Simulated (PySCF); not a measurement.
Job file and geometry (Å, from PBE0-D3(BJ)/def2-SVP) of an NMR shielding run on bis(cyclopentylmethyl)phosphine oxide (SMILES O=[PH](CC1CCCC1)CC1CCCC1), GIAO HF/pcSseg-1 NMR shielding, non-relativistic, gas phase in PySCF 2.14.0, density-fitted response routines; density fitting, a coarse starting grid and PySCF grid level 2 are the driver's defaults:

```
$ OMP_NUM_THREADS=1 python probes_run.py task.json out

{"job": {"kind": "nmr", "xc": "HF", "basis": "pcSseg-1", "pop": false}, "charge": 0, "multiplicity": 1}
O      0.382948    -2.710207    -1.122976
P     -0.320530    -1.553481    -0.480723
C     -2.052268    -1.356620    -1.009274
C     -2.826105    -0.176970    -0.439972
C     -4.266557    -0.072816    -0.946107
C     -4.889654     0.938346     0.007810
C     -4.319670     0.552403     1.381639
C     -2.987698    -0.176776     1.092564
C      0.494611     0.057125    -0.756034
C      2.010071    -0.069520    -0.680375
C      2.551125    -0.543295     0.676109
C      4.017684    -0.065195     0.726044
C      4.200394     0.862890    -0.492845
C      2.781510     1.225765    -0.923429
H     -0.421821    -1.623407     0.943743
H     -2.546893    -2.310604    -0.755093
H     -2.010440    -1.317353    -2.111229
H     -2.313688     0.757517    -0.734135
H     -4.761742    -1.055300    -0.841977
H     -4.330224     0.215103    -2.006941
H     -5.989554     0.946026    -0.016362
H     -4.556622     1.952135    -0.271361
H     -4.187994     1.427672     2.034585
H     -5.013492    -0.122819     1.905647
H     -2.129872     0.293788     1.597156
H     -3.028699    -1.215567     1.460086
H      0.186097     0.410060    -1.755167
H      0.116341     0.787071    -0.018085
H      2.315052    -0.807736    -1.442829
H      1.967582    -0.071754     1.486264
H      2.445426    -1.632137     0.794103
H      4.723571    -0.908178     0.693823
H      4.219504     0.470374     1.666103
H      4.824376     1.742428    -0.274396
H      4.696292     0.316711    -1.311523
H      2.373184     2.022899    -0.275410
H      2.715478     1.583309    -1.963127
```

Q: What does the program print?

A: 
```
final grid: 281192 points
cycle   1  E = -883.0549464291  dE =  3.539e+00  |g| = 9.405e-01  |ddm| = 5.272e+00
cycle   2  E = -883.2209615238  dE = -1.660e-01  |g| = 6.681e-01  |ddm| = 1.673e+00
cycle   3  E = -883.3065310217  dE = -8.557e-02  |g| = 1.322e-01  |ddm| = 7.865e-01
cycle   4  E = -883.3115315021  dE = -5.000e-03  |g| = 1.985e-02  |ddm| = 1.759e-01
cycle   5  E = -883.3116502490  dE = -1.187e-04  |g| = 6.206e-03  |ddm| = 2.885e-02
cycle   6  E = -883.3116614866  dE = -1.124e-05  |g| = 1.297e-03  |ddm| = 7.780e-03
cycle   7  E = -883.3116622182  dE = -7.316e-07  |g| = 3.475e-04  |ddm| = 2.606e-03
cycle   8  E = -883.3116622698  dE = -5.158e-08  |g| = 1.039e-04  |ddm| = 7.262e-04
cycle   9  E = -883.3116622766  dE = -6.836e-09  |g| = 2.973e-05  |ddm| = 3.099e-04
cycle  10  E = -883.3116622773  dE = -6.330e-10  |g| = 1.095e-05  |ddm| = 9.830e-05
converged SCF energy = -883.3116622773

GIAO shielding tensors (ppm)
atom      isotropic    diamagn.    paramagn.     s11        s22        s33       span
  0 O      291.584     396.338    -104.754    205.377    319.598    349.775    144.398
  1 P      356.902     964.503    -607.602    271.323    301.610    497.772    226.449
  2 C      158.111     257.669     -99.557    139.449    155.113    179.772     40.323
  3 C      160.478     243.155     -82.677    140.755    163.117    177.562     36.808
  4 C      155.447     245.846     -90.399    132.358    159.341    174.642     42.284
  5 C      165.995     248.785     -82.791    146.196    171.623    180.165     33.970
  6 C      168.504     244.665     -76.161    142.574    180.100    182.837     40.263
  7 C      163.782     245.495     -81.713    142.542    167.182    181.621     39.079
  8 C      161.010     259.531     -98.521    148.356    160.692    173.983     25.628
  9 C      160.690     245.901     -85.210    138.730    166.718    176.623     37.893
 10 C      163.222     248.405     -85.182    142.216    164.738    182.713     40.497
 11 C      169.494     245.095     -75.601    143.480    181.042    183.961     40.481
 12 C      166.586     247.606     -81.020    144.363    173.974    181.422     37.059
 13 C      156.455     244.854     -88.398    134.105    159.076    176.185     42.079
 14 H       25.610      33.610      -7.999     22.120     25.667     29.045      6.925
 15 H       30.345      34.187      -3.841     25.471     30.287     35.279      9.808
 16 H       30.143      34.670      -4.527     25.332     29.814     35.281      9.949
 17 H       30.892      34.790      -3.898     25.737     30.346     36.594     10.857
 18 H       30.881      31.180      -0.299     26.043     29.771     36.828     10.785
 19 H       30.195      29.611       0.584     25.039     28.345     37.202     12.163
 20 H       30.182      27.063       3.120     25.056     26.725     38.767     13.711
 21 H       30.580      29.032       1.548     26.470     27.479     37.791     11.321
 22 H       30.188      28.501       1.687     24.875     27.717     37.973     13.098
 23 H       30.252      28.953       1.299     24.647     27.878     38.232     13.585
 24 H       30.427      33.561      -3.134     23.957     30.875     36.450     12.493
 25 H       30.941      33.798      -2.857     25.060     31.342     36.421     11.361
 26 H       30.291      36.905      -6.615     24.262     30.979     35.632     11.370
 27 H       31.205      37.143      -5.938     25.344     31.831     36.439     11.095
 28 H       29.834      35.116      -5.282     24.604     30.142     34.756     10.152
 29 H       31.119      33.579      -2.460     24.975     31.800     36.582     11.607
 30 H       29.636      32.825      -3.189     23.332     30.116     35.459     12.127
 31 H       30.078      28.255       1.822     24.611     27.487     38.136     13.525
 32 H       30.260      28.802       1.459     24.744     27.862     38.175     13.431
 33 H       30.180      27.759       2.421     25.042     26.980     38.516     13.473
 34 H       30.321      29.173       1.148     25.542     27.428     37.994     12.452
 35 H       30.989      31.547      -0.558     25.962     30.548     36.456     10.494
 36 H       30.215      31.268      -1.054     24.897     28.546     37.200     12.303
```

Q: Turn these shieldings into chemical shifts. References, each an isolated molecule treated in the same way: H2O for $^{17}$O (σref 333.31); $^{31}$P (σref 356.22) vs H3PO4; $^{13}$C (σref 190.85), $^{1}$H (σref 31.69) against TMS.

A: Averaging equivalent atoms: O 0: 41.7; P 1: -0.7; C 4/10: 31.5; C 2/8: 31.3; C 7/13: 30.7; C 3/9: 30.3; C 6/12: 23.3; C 5/11: 23.1; H 14: 6.08; H 19/30: 1.77; H 23/33: 1.47; H 20/32: 1.46; H 22/34: 1.43; H 15/26: 1.37; H 24/36: 1.37; H 21/31: 1.36; H 17/28: 1.32; H 16/27: 1.01; H 25/35: 0.72; H 18/29: 0.69 ppm. Experimental scales use liquid or dissolved standards, which lie at an offset from isolated H2O (liquid H2O: subtract about 36 ppm) and H3PO4.

Size and cost of the density-fitted run: 360 basis functions, 96 s wall time on 1 thread of an Arm Neoverse V2, shared host; peak memory 2.5 GiB.
